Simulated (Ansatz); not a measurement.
`CO[Si]1(Cl)CO1` + `[NH2][Al]([OH])[SH]` → `C[NH][Al]([OH])[SH]` + `O[Si]1(Cl)CO1`  (substitution at a C–O bond)

Calculated with Ansatz (gas phase, PBE0-D4/def2-TZVP geometries, no zero-point term in ΔE). CBS: MP2 limit from def2 TZ/QZ plus the TZ coupled-cluster correction, frozen cores. DFT in def2-TZVPP. B3LYP here is the variant with VWN-RPA as its local correlation; programs differ in this. Each species was taken in one conformer, which may not be the lowest.

(1) Is it downhill or uphill in electronic energy at CCSD(T)/CBS, and by how much? (Best estimate.)

(2) What do these levels give: PBE-D4, r2SCAN-D4, B3LYP-D4, ωB97X-V, ωB97M-V, B2PLYP, PBE, r2SCAN, SCS-MP2/def2-TZVPP, CCSD(T)/def2-TZVPP, HF/def2-QZVPP, HF/CBS(def2)? (Best estimate.)

Largest T1 diagnostic among the species: 0.012.

Answers

(1) The calculation gave: Downhill: ΔE = -2.9 kcal/mol.

(2) The calculation gave: PBE-D4 -3.2, r2SCAN-D4 -2.7, B3LYP-D4 -2.0, ωB97X-V -2.3, ωB97M-V -2.6, B2PLYP -2.5, PBE -3.3, r2SCAN -2.7, SCS-MP2/def2-TZVPP -3.1, CCSD(T)/def2-TZVPP -3.1, HF/def2-QZVPP -1.0, HF/CBS(def2) -1.0 kcal/mol.

In def2-TZVPP, CCSD(T) changes the Hartree–Fock value by −1.9 kcal/mol (the triples alone add −0.1 kcal/mol) and MP2 by −2.5 kcal/mol.
